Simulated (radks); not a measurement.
Values are calculated unless marked as measured or tabulated.
The hydrogen anion H- inside a hard spherical wall (all orbitals vanish at R), configuration held at [He] and not refilled when levels cross. Level of theory: scalar-relativistic Kohn-Sham, LDA (Slater exchange, Perdew-Wang correlation), spin-unpolarised, spherical densities, finite nucleus; Gaussian nuclear charge, rms radius 0.8783 fm (a radial shooting solver on a logarithmic mesh with Libxc functionals). Eigenvalues in eV, with the zero of energy where the potential of the charges vanishes at infinity; a dash marks a level that is unbound or too diffuse for the functional's potential to be trusted. A positive occupied level is held by the wall or, in an anion where self-interaction has pushed it up, behind a barrier. The pressure on the wall is -dE/dV.

R (bohr)  E (hartree)  kinetic (hartree)   e(1s)  e(2s, empty)  e(2p, empty)  pressure (GPa)
20           -0.51388              0.480   1.330         2.095         2.234        0.000489
15           -0.51315              0.481   1.496         2.989         3.151         0.00271
12           -0.51176              0.484   1.699         4.034         4.123          0.0127
10           -0.50921              0.492   1.968         5.295         5.185          0.0467
7            -0.49328              0.536   3.040         9.765         8.466           0.566
3.5          -0.25854              1.025  10.816        39.298        26.520            44.7
